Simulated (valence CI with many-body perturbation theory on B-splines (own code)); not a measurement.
## Pb77+: key properties

Computed by relativistic CI+MBPT: three valence electrons over a frozen Dirac-Fock core [He], radial functions for each j: 11 s, 11 p, 9 d, 7 f, 5 g, 2 h, 1 i, with the one-electron correlation potential Σ1 (screened to all orders), the two-electron term Σ2, the three-electron term Σ3, Breit, model QED; selected single and double excitations, second order for the rest (own B-spline code, finite nucleus).

No measured spectrum was set against this ion. As an estimate, large intervals hold to a few tenths of a per cent, small ones and those within an open d or f shell to about a per cent.

Levels are named by their leading jj configuration (3d3/2^4 stands for four electrons in 3d with j = 3/2), which in mixed levels can hold well under half, so a name can repeat and another be missing.

Rates and lifetimes use the calculated energies. Strong lines usually hold to 10 to 20 %, long lifetimes can be off by a factor of two.

(1) What is the ground level?

(2) How well does LS coupling describe the low levels?

(3) What are the static dipole polarisabilities of the lowest levels?

(4) Where does the other parity begin?

(5) What is the ionisation energy?

Answers

(1) (2s^2 2p1/2) J=1/2, composition 100 % 2s2.2p 2P°, g = 0.602.

(2) Among the lowest 20 levels the leading LS term, summed over configurations, holds 76 % on average. For single configurations the figures are 75 % in LS and 99 % in jj coupling. Terms mix most in the J = 1/2 level at 2632.0 × 10³ cm⁻¹, where the leading one holds 48 %.

(3) (2s^2 2p1/2) J=1/2 8.94e-05 bohr³, of which the core gives 1.32e-07.

(4) At (2s 2p1/2^2) J=1/2, 2632.0 × 10³ cm⁻¹.

(5) 23934 eV; NIST lists 23940 ± 120 eV (theoretical).
